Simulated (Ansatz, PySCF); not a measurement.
Another site gives an ion 67524.75 eV lower (`O[SiH2]Br`) at the level CAM-B3LYP-D3(BJ)/def2-TZVPD (PySCF).

Method: frozen-core CCSD(T)/def2-TZVPD // CAM-B3LYP-D3(BJ)/def2-TZVPD in Ansatz (a first-principles code).

Ansatz 0.2 input:
```yaml
crystal:
  periodic: [false, false, false]
  atoms:
    - { symbol: C, position_ang: [2.512676, -0.240019, 0.005695] }
    - { symbol: N, position_ang: [1.34765, -0.284781, -0.017429] }
    - { symbol: Si, position_ang: [-0.393082, -0.349233, -0.031624] }
    - { symbol: O, position_ang: [-1.007453, 1.13976, -0.254614] }
    - { symbol: H, position_ang: [-0.776241, -0.934765, 1.261941] }
    - { symbol: H, position_ang: [-0.802281, -1.160014, -1.180256] }
    - { symbol: H, position_ang: [-0.884255, 1.832494, 0.397375] }
basis:
  gaussian: { orbitals: def2-TZVPD }
correlation:
  method: ccsd_t
```

Output:

```
Functional definition: HF
1205 factors; integrals over basis functions are off by at most 1.1e-3 eV
mean field evaluation 1: about -12459.3900 eV, gradient 4.2e1 eV
mean field evaluation 2: about -12459.4940 eV, gradient 4.2e1 eV
mean field evaluation 4: about -12462.8446 eV, gradient 3.8e0 eV
mean field evaluation 8: about -12462.8948 eV, gradient 3.5e-1 eV
mean field evaluation 16: about -12459.3884 eV, gradient 4.2e1 eV
mean field -12462.89512685 eV, -458.0029482579 hartree, gradient 1.3e-6 eV, S^2 0.000000; 0 other end points of the search recorded, 0 dependent functions left out
8 core orbitals not correlated
reference -12462.89512685 eV, -458.0029482579 hartree; 11, 11 occupied and 165, 165 virtual orbitals, 1205 factors
second order -18.27774707 eV of doubles, -0.00000000 eV of singles
cycle   1  -18.29526619 eV  change   -1.8e-2 eV  update   1.1e-1
cycle   2  -18.81700735 eV  change   -5.2e-1 eV  update   3.2e-2
cycle   3  -18.94546686 eV  change   -1.3e-1 eV  update   1.6e-2
cycle   4  -18.93135412 eV  change    1.4e-2 eV  update   3.7e-3
cycle   5  -18.93103418 eV  change    3.2e-4 eV  update   1.6e-3
cycle   6  -18.93170990 eV  change   -6.8e-4 eV  update   4.8e-4
cycle   7  -18.93157386 eV  change    1.4e-4 eV  update   1.9e-4
cycle   8  -18.93150315 eV  change    7.1e-5 eV  update   5.6e-5
cycle   9  -18.93151378 eV  change   -1.1e-5 eV  update   2.0e-5
perturbative correction -0.81527906 eV, -0.0299609527 hartree
Total energy: -12482.64191968 eV, -458.7286295098 hartree
```

Cost: roughly 30 core-seconds.
